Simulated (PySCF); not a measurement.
Computed IR spectrum (relative IR intensity) of a molecule C3H6BFN2. Geometry: PBE-D3(BJ)/def2-SVP. The values are those of a single conformer. All values below come from PBE-D3(BJ)/def2-SVP run with PySCF 2.14.0. Frequencies are harmonic and unscaled.

```json
[
 {"ν (cm⁻¹)": "389", "relative intensity": "13"},
 {"ν (cm⁻¹)": "615", "relative intensity": "3.1"},
 {"ν (cm⁻¹)": "810", "relative intensity": "11"},
 {"ν (cm⁻¹)": "858", "relative intensity": "2.3"},
 {"ν (cm⁻¹)": "990", "relative intensity": "11"},
 {"ν (cm⁻¹)": "1004", "relative intensity": "4.1"},
 {"ν (cm⁻¹)": "1235", "relative intensity": "26"},
 {"ν (cm⁻¹)": "1264", "relative intensity": "13"},
 {"ν (cm⁻¹)": "1361", "relative intensity": "68"},
 {"ν (cm⁻¹)": "1376", "relative intensity": "5.9"},
 {"ν (cm⁻¹)": "1389", "relative intensity": "8.4"},
 {"ν (cm⁻¹)": "1412", "relative intensity": "4.4"},
 {"ν (cm⁻¹)": "1424", "relative intensity": "7.3"},
 {"ν (cm⁻¹)": "1518", "relative intensity": "100"},
 {"ν (cm⁻¹)": "1582", "relative intensity": "15"},
 {"ν (cm⁻¹)": "2931", "relative intensity": "8.9"},
 {"ν (cm⁻¹)": "2939", "relative intensity": "35"},
 {"ν (cm⁻¹)": "2967", "relative intensity": "6.5"},
 {"ν (cm⁻¹)": "3002", "relative intensity": "12"},
 {"ν (cm⁻¹)": "3064", "relative intensity": "13"},
 {"ν (cm⁻¹)": "3074", "relative intensity": "3.1"}
]
```

Q: Which molecule gave these data?
A) NB1C=NC[C@@H]1F
B) CN1CN=CB1F
C) CNB(F)CC#N
D) NCC#CB(N)F

A: B, CN1CN=CB1F
